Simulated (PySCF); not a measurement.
CI3, SMILES I[C-](I)I, charge -1. The structure is a stationary point at PBE-D3(BJ)/def2-SVPD. The def2 effective core potentials stand for the cores of I; spin–orbit coupling is left out.

Problem. Give the equilibrium geometry at PBE-D3(BJ)/def2-SVPD (PySCF confirms it by a frequency run) as Cartesian coordinates in Å, and its point group. (The exact figures need the calculation; the answer reports its results.)

Solution. point group C3v.
```xyz
4

C      0.0000     0.0000    -0.8630
I     -1.8449    -1.0652     0.0326
I      1.8449    -1.0652     0.0326
I      0.0000     2.1303     0.0326
```
Charge -1, spin multiplicity 1.
